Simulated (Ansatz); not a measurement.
C4H8O, charge +1, doublet, at a GFN2-xTB geometry (a state made from the parent by changing its charge; the spin is typed, not shown lowest); Ansatz (a program for electronic structure) with CCSD/3-21G.

Ansatz was given this input:
Ansatz 0.2 input:
```yaml
crystal:
  periodic: [false, false, false]
  atoms:
    - {symbol: C, position_ang: [-0.17354329, 1.24415491, -0.15933187]}
    - {symbol: C, position_ang: [1.06367530, 0.54031798, 0.42435446]}
    - {symbol: C, position_ang: [0.81255235, -0.91608096, 0.05424793]}
    - {symbol: O, position_ang: [-0.53703760, -1.07661452, -0.15989436]}
    - {symbol: C, position_ang: [-1.20717736, 0.12496501, -0.17174122]}
    - {symbol: H, position_ang: [-0.48637784, 2.10354056, 0.42796667]}
    - {symbol: H, position_ang: [0.01051107, 1.58739492, -1.18036552]}
    - {symbol: H, position_ang: [1.99710065, 0.92504830, 0.02182691]}
    - {symbol: H, position_ang: [1.10209841, 0.64308487, 1.51162721]}
    - {symbol: H, position_ang: [1.14579578, -1.66731876, 0.79117889]}
    - {symbol: H, position_ang: [1.34548015, -1.21940674, -0.87276493]}
    - {symbol: H, position_ang: [-1.87761105, 0.15262882, 0.71433145]}
    - {symbol: H, position_ang: [-1.91373835, 0.12780251, -1.01982151]}
basis:
  gaussian:
    orbitals: 3-21G.json
    fitting: {mean_field: cc-pVTZ-JKFIT, correlation: cc-pVTZ-RIFIT}
total_charge: 1
magnetization: {spin_polarized: true, initial_magnetization: 1}
correlation: {method: ccsd}
```
The basis file holds 3-21G in the JSON format of the Basis Set Exchange.

It wrote (shortened):

```
Functional definition: HF
635 factors; integrals over basis functions are off by at most 1.3e-3 eV
645 factors; integrals over basis functions are off by at most 2.3e-3 eV
mean field evaluation 1: about -6238.2658 eV, gradient 2.3e1 eV
mean field evaluation 2: about -6240.9022 eV, gradient 1.1e1 eV
mean field evaluation 4: about -6241.7767 eV, gradient 2.5e0 eV
mean field evaluation 8: about -6241.9328 eV, gradient 2.5e-6 eV
mean field evaluation 16: about -6237.1082 eV, gradient 1.8e1 eV
mean field evaluation 32: about -6239.8837 eV, gradient 5.3e-3 eV
mean field evaluation 64: about -6239.7365 eV, gradient 1.9e0 eV
mean field evaluation 96: about -6239.8837 eV, gradient 3.6e-4 eV
mean field -6241.93280787 eV, -229.3867997551 hartree, gradient 2.5e-6 eV, S^2 0.762528; 1 other end points of the search recorded, 0 dependent functions left out
determinant -6241.93280787 eV, -229.3867997551 hartree, with singles and doubles -6255.58576225 eV, -229.8885365742 hartree
determinant -6239.88374789 eV, -229.3114981898 hartree, with singles and doubles -6253.39498820 eV, -229.8080271129 hartree
5 core orbitals not correlated
reference -6241.93280787 eV, -229.3867997551 hartree; 15, 14 occupied and 41, 42 virtual orbitals, 645 factors
second order -12.13714078 eV of doubles, -0.00000000 eV of singles
cycle   1  -13.65228606 eV  change    6.7e-4 eV  update   1.4e-3
cycle   2  -13.65245269 eV  change   -1.7e-4 eV  update   9.6e-4
cycle   3  -13.65189767 eV  change    5.6e-4 eV  update   4.1e-4
cycle   4  -13.65229981 eV  change   -4.0e-4 eV  update   2.0e-4
cycle   5  -13.65278369 eV  change   -4.8e-4 eV  update   5.7e-5
cycle   6  -13.65294090 eV  change   -1.6e-4 eV  update   2.7e-5
cycle   7  -13.65291543 eV  change    2.5e-5 eV  update   1.5e-5
cycle   8  -13.65290086 eV  change    1.5e-5 eV  update   6.6e-6
Total energy: -6255.58570872 eV, -229.8885346073 hartree
```
